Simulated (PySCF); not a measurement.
## PmH3(H2O) at several levels of theory

Computed with PySCF 2.14.0 (density fitting, no spin-orbit coupling) at the geometry relaxed with PBE0:

```xyz
7
PmH3(H2O) (singlet in the valence; each metal's 4f electrons, 4 of them, lie in its core potential, out of spins and levels)
Pm    0.0571    0.0580    0.2611
H     1.4767    1.1498    1.3029
H    -0.8973   -1.4461    1.3158
H     0.4242   -0.2784   -1.8335
O    -1.2832    1.2795   -1.3072
H    -1.4090    2.1438   -1.7146
H    -0.6705    0.7240   -1.9142
```

| level | basis | state | HOMO (eV) | gap (eV) | charge on Pm1 (e) | population of f-type functions on Pm1 (polarisation alone where 4f lies in the core) | dipole about the centre of mass (D) | largest force component (eV/Å) |
| --- | --- | --- | --- | --- | --- | --- | --- | --- |
| PBE0 | Pm lcecp-1-SVP with ECP50, H def2-SVP, O def2-SVP | singlet | -6.48 | 5.21 | 0.73 | 0.03 | 3.98 | 0.01 |
| PBE0 | Pm lcecp-1-TZVP with ECP50, H def2-TZVP, O def2-TZVP | singlet | -6.52 | 5.22 | 0.92 | 0.05 | 3.84 | 0.22 |

In the lcecp rows the 4f levels are missing from HOMO and gap, and the state counts the valence alone.

Charges are Mulliken's, which hang on the basis. The relaxation used the grid (50, 194), these runs (75, 302) or, all-electron (x2c bases, spin-free X2C Hamiltonian), (99, 590).

Question: A further run in the first row's basis gives HOMO (eV) -5.25, gap (eV) 3.29, charge on Pm1 (e) 0.59, population of f-type functions on Pm1 (polarisation alone where 4f lies in the core) 0.03, dipole about the centre of mass (D) 3.91, largest force component (eV/Å) 0.48. Which level was it?
A. HF
B. revPBE

Answer: B. The others give HOMO -9.41 eV (HF).

In the first row's basis the gap widens with exact exchange: 3.3 eV for revPBE (none); 5.2 eV for PBE0 (a fixed share); 10.6 eV for Hartree–Fock (rising or full at long range).

An lcecp potential fixes the number of 4f electrons, so in runs with it no electron can move into or out of that shell.
